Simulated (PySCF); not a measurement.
**Stationary points of AsH₃**

These are results of PBE in PySCF with As def2-TZVP, H def2-TZVP; no relativity; density-fitted integrals, not measurements.

Relaxations began from a few typed shapes. The search is not exhaustive: other isomers or separated fragments can lie lower, and high-lying points may rest on an excited occupation.

```
   spin  group              bonds              angles  imaginary modes (cm⁻¹)  ΔE (kJ/mol)  ΔE with ZPE (kJ/mol)
singlet    C3v  As–H 1.536 Å (×3)   H–As–H 91.1° (×3)                    none          0.0                   0.0
singlet    D3h  As–H 1.479 Å (×3)  H–As–H 120.0° (×3)                   1082i        166.9                     –
```

The lowest minimum found is the singlet C3v: As–H 1.536 Å (×3); H–As–H 91.1° (×3).

Counting electrons, arsenic keeps 2 of its valence electrons outside its bonds, so the VSEPR class is AX3E1 and the expected shape is trigonal pyramidal (C3v), as computed. The angle of 91° is close to 90°: the heavy centre bonds with nearly pure p orbitals and keeps its lone pair s-like.
